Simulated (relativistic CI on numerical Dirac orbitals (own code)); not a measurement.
## Spin-allowed bands of a d2 ion in an octahedral site, by hand

Problem. Take Δ = 28400 cm⁻¹ and B = 550 cm⁻¹ for a d2 ion in an octahedral site. Calculate the three spin-allowed bands.

Working.
1. The terms of highest spin are 3F (energy 0) and 3P (15B = 8250 cm⁻¹). Here the F term splits into A2 at +1.2Δ = 34080, T2 at +0.2Δ = 5680 and T1 at −0.6Δ = -17040 cm⁻¹.
2. The two T1 states mix through the element 0.4Δ: H = [[-17040, 11360], [11360, 8250]], with roots ½(H₁₁ + H₂₂) ∓ ½√[(H₂₂ − H₁₁)² + 4H₁₂²] = ½(-8790) ∓ ½(33997) = -21393 and 12603 cm⁻¹.
3. The ground term is 3T1 at -21393 cm⁻¹.
4. Bands: 3T2 27073 cm⁻¹ (369 nm), 3T1(P) 33997 cm⁻¹ (294 nm), 3A2 55473 cm⁻¹ (180 nm).

Check. Exact diagonalisation of the whole d2 shell with these parameters gives 3T2 27073, 3T1 33997, 3A2 55473 cm⁻¹. The match is exact, since without spin-orbit coupling no other term has this spin. The ratio of the second band to the first, 1.256, depends on Δ/B = 51.6 alone, which is how a Tanabe-Sugano diagram is read.
